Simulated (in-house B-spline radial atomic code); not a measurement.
Ionising Zn VI (Zn5+) with different functionals

Computed with a radial B-spline atomic code at the basis-set limit: non-relativistic Hamiltonian, point nucleus, spin-polarised at highest spin, spherical fractional occupations for the functionals, and exact exchange of hybrids averaged over the configuration. The ionisation energy is the difference of two self-consistent energies, [Ar] 3d7 → [Ar] 3d6, without Breit or QED terms; ε is the level of the shell that loses the electron (its least bound occupied spin orbital).

```json
{"method": "PBE0", "rung": "global hybrid", "ΔSCF (eV)": "109.20", "-ε(3d) (eV)": "100.27"}
{"method": "B3LYP", "rung": "global hybrid", "ΔSCF (eV)": "109.43", "-ε(3d) (eV)": "99.70"}
{"method": "TPSSh", "rung": "global hybrid", "ΔSCF (eV)": "109.13", "-ε(3d) (eV)": "97.84"}
{"method": "M06-2X", "rung": "global hybrid", "ΔSCF (eV)": "109.01", "-ε(3d) (eV)": "104.64"}
{"method": "BHandHLYP", "rung": "global hybrid", "ΔSCF (eV)": "108.87", "-ε(3d) (eV)": "103.90"}
{"method": "r2SCAN0", "rung": "global hybrid", "ΔSCF (eV)": "108.73", "-ε(3d) (eV)": "99.97"}
{"method": "B97-1", "rung": "global hybrid", "ΔSCF (eV)": "109.27", "-ε(3d) (eV)": "99.69"}
{"method": "HSE06", "rung": "range-separated hybrid", "ΔSCF (eV)": "109.17", "-ε(3d) (eV)": "99.81"}
{"method": "wB97X", "rung": "range-separated hybrid", "ΔSCF (eV)": "108.99", "-ε(3d) (eV)": "102.32"}
{"method": "CAM-B3LYP", "rung": "range-separated hybrid", "ΔSCF (eV)": "109.38", "-ε(3d) (eV)": "101.71"}
{"method": "LC-wPBE", "rung": "range-separated hybrid", "ΔSCF (eV)": "109.48", "-ε(3d) (eV)": "102.31"}
```

**Question.** Among the functionals, which spreads more, the ΔSCF values or the orbital energies?

**Answer.** The orbital energies: ΔSCF values span about 0.76 eV and the orbital energies 6.79 eV; here energy differences depend much less on the functional than eigenvalues do.

**Question.** How do they compare with the NIST value?

**Answer.** NIST lists 108 eV ± 1 (semi-empirical, ground level to ground level). Errors run from +0.73 to +1.48 eV; all lie within about twice that uncertainty, so the table can't rank the methods.
